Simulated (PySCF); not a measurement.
A structure optimised at PBE-D3(BJ)/def2-SVP, used in a PySCF frequency run:

```
Si
O 1 1.6789
H 2 0.9731 1 114.87
H 1 1.4951 2 105.61 3 -172.75
H 1 1.5051 4 110.57 2 121.91
C 1 1.8432 4 109.75 5 117.92
C 6 1.2294 5 147.74 1 177.97
H 7 1.0827 5 157.79 1 179.20
```

Write its SMILES and formula.

C#C[SiH2]O, C2H4OSi

What are its rotational constants (standard atomic weights)?

17.250, 3.2930, 2.8755 GHz
